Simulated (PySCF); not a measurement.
# Computed structure and properties of SmF3(H2O)

System: SmF3(H2O) (singlet in the valence; each metal's 4f electrons, 5 of them, lie in its core potential, out of spins and levels); start: template (Cs). Method: PySCF 2.14.0, RKS PBE0, Sm lcecp-1-SVP with ECP51, F def2-SVP, O def2-SVP, H def2-SVP; non-relativistic Hamiltonian with scalar-relativistic core potentials where named; density fitting; no spin-orbit coupling.

Input of the relaxation:

```python
mol = gto.M(atom='''
Sm     0.01448    -0.01448     0.01448
F      1.24458     1.21562     1.24458
F     -1.21562    -1.24458     1.24458
F      1.24458    -1.24458    -1.21562
O     -1.42742     1.42742    -1.42742
H     -1.76812     2.31252    -1.22362
H     -1.76812     1.22362    -2.31252''',
    basis={'Sm': 'lcecp-1-SVP', 'F': 'def2-SVP', 'O': 'def2-SVP', 'H': 'def2-SVP'},
    ecp={'Sm': 'lcecp-1-SVP'},
    charge=0, spin=0)
mf = dft.RKS(mol, xc='PBE0')
mf.grids.atom_grid = (50, 194)  # f atoms: unpruned, at least (60, 302)
mf = mf.density_fit()  # fitting sets: Sm AutoAux, F def2-universal-JKFIT, O def2-universal-JKFIT, H def2-universal-JKFIT
mf.conv_tol = 1e-08; mf.max_cycle = 55
mf.kernel(dm0)  # dm0: converged density of the start geometry
# quasi-Newton relaxation in Cartesian coordinates to a largest gradient under 0.00045 Eh/bohr, steps kept in the point group
```

Run from Python with OMP_NUM_THREADS=2; the lines above give its settings. Where DIIS fails, smearing, a level shift and second-order steps follow.
It took 37 s on 2 threads of Arm Neoverse V1 (shared host), from the converged density of the start.

Course of the relaxation:

```
step  energy above end (eV)  largest force component within the symmetry (eV/Å)
   0                 0.2242                                               1.079
   1                 0.0731                                               0.474
   2                 0.0402                                               0.184
   3                 0.0217                                               0.183
   4                 0.0024                                               0.065
   5                 0.0015                                               0.050
   6                 0.0005                                               0.042
   7                 0.0002                                               0.022
   8                 0.0000                                               0.010
   9                 0.0000                                               0.008
```

Relaxed geometry (Cs):

```xyz
7

Sm    0.0891   -0.0925    0.0925
F     1.1113    1.3704    1.1486
F    -1.3240   -1.1618    1.1618
F     1.1113   -1.1486   -1.3704
O    -1.3316    1.3477   -1.3477
H    -1.6659    2.2275   -1.1329
H    -1.6659    1.1329   -2.2275
```

| contact | Å |
| --- | --- |
| Sm1–F2 (F) | 2.074 |
| Sm1–F3 (F) | 2.070 |
| Sm1–F4 (F) | 2.074 |
| Sm1–O5 (H2O) | 2.483 |

On the finer grid (75, 302):

```json
{"HOMO": "-9.30 eV", "LUMO": "-1.14 eV", "Dipole about the centre of mass": "6.76 D", "Set of Mulliken populations of Sm1 outside the core potential": "s 2.12, p 6.30, d 1.24, f 0.11", "D3(BJ) dispersion energy (not in the energies)": "-0.085 eV"}
```

```csv
atom,Mulliken (e),Löwdin (e),spin (e)
Sm1,1.22,0.76,0.00
F2,-0.46,-0.34,0.00
F3,-0.46,-0.34,0.00
F4,-0.46,-0.34,0.00
O5,-0.30,-0.01,0.00
H6,0.23,0.13,0.00
H7,0.23,0.13,0.00
```

The 4f levels lie in the core potential and are missing. Their spin isn't counted.

On the grid (50, 194), as all that follows. Harmonic modes: a minimum within the noise of the softest modes; lowest 13 cm⁻¹ (negative: unstable), highest 3946 cm⁻¹, zero-point energy 0.778 eV.

Taking off one F (charge -1, singlet; the rest: singlet) in vacuum, both parts rigid, costs 10.91 eV; the small basis without counterpoise inflates it. Most of it is the attraction of opposite charges; other ways to part are cheaper, and one spin state was tried for the rest.

Rigid scan of F along the line from its metal:

```tsv
distance to F2 (Å)	energy (eV)
1.77	1.338
1.87	0.508
1.97	0.109
2.07	0.000
2.17	0.083
2.27	0.288
2.47	0.892
2.77	1.941
3.17	3.227
3.67	4.442
```

Taking off one H2O (charge 0, singlet; the rest: singlet) in vacuum, both parts rigid, costs 1.31 eV; the small basis without counterpoise inflates it.

Rigid scan of H2O along the line from its metal:

(distance to O5 (Å), energy (eV)): (2.18, 0.361), (2.28, 0.137), (2.38, 0.030), (2.48, 0.000), (2.58, 0.020), (2.68, 0.070), (2.88, 0.214), (3.18, 0.446), (3.58, 0.699), (4.08, 0.912)

One start shape was tried, so this needn't be the lowest isomer.

An lcecp potential fixes the number of 4f electrons, so in runs with it no electron can move into or out of that shell.
